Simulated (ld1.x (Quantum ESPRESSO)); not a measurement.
# Varying the TM potential for Cl (Z = 17)

Base potential:

```
Element                 : chlorine
Generator               : ld1.x (Quantum ESPRESSO) 7.5
Type                    : norm-conserving Troullier–Martins (Kleinman–Bylander form)
Functional              : PBEsol
Relativity              : non-relativistic
Frozen core             : [Ne]
Valence charge          : 7
Reference configuration : 3s2 3p5
Partial waves           : 3s (bound): rc 1.40 bohr; 3p (bound): rc 1.30 bohr; 3d channel at -0.15 Ry: rc 1.50 bohr
Local potential         : all-electron potential smoothed inside 1.00 bohr (lloc = -1)
Core correction         : a·sin(br)/r model core, default radius (core density twice the valence density)
```

Cutoffs, loose and tight: the cutoffs (Ry, on a coarse ladder) from which the occupation-weighted sum of valence levels, in a spherical-Bessel basis at the reference potential, stays within 10 and 1 mRy of its value at 400 Ry. They do not see the model core or the augmentation charge, which bear on the density cutoff. Test errors are all-electron minus pseudo excitation energies from the reference, over the configurations 3s2 3p4; 3s2 3p3; 3s2 3p2; 3s1 3p6; 3s2 3p4.5; 3s1 3p5; 3s2 3p1. A dash means not determined; rows that change the core or the reference have their own tests.

A true bound ghost makes a file unfit for plane-wave use even where its test errors are small: the radial tests pick states by their node count and pass the ghost by.

The default core radius of the base comes out at 0.79 bohr.

| change | outcome | cutoff, loose | cutoff, tight | bound ghosts | largest test error (meV) |
| --- | --- | --- | --- | --- | --- |
| base | generated | 45 Ry | 70 Ry | none | +316 |
| core correction a·sin(br)/r model core inside 0.84 bohr | generated | 45 Ry | 70 Ry | none | +313 |
| local potential all-electron potential smoothed inside 1.16 bohr (lloc = -1) | generated | 45 Ry | 70 Ry | none | +301 |
| fully relativistic | generated | 45 Ry | 70 Ry | none | +316 |

Problem. What comes out with this change to the base: functional LDA (PZ)?

Solution. outcome: generated; cutoff, loose: 40 Ry; cutoff, tight: 70 Ry; bound ghosts: none; largest test error (meV): +356.

Problem. What comes out with this change to the base: all radii but the core radius scaled by about 0.74 (s 1.04, p 0.96, d 1.10 bohr); local potential all-electron potential smoothed inside 0.74 bohr (lloc = -1)?

Solution. outcome: generated; cutoff, loose: 140 Ry; cutoff, tight: 260 Ry; bound ghosts: s; largest test error (meV): -30.

Problem. What comes out with this change to the base: wave 3p (bound): rc 1.30 bohr becomes 3p (bound): rc 1.90 bohr?

Solution. outcome: generated; cutoff, loose: 40 Ry; cutoff, tight: 70 Ry; bound ghosts: none; largest test error (meV): +275.
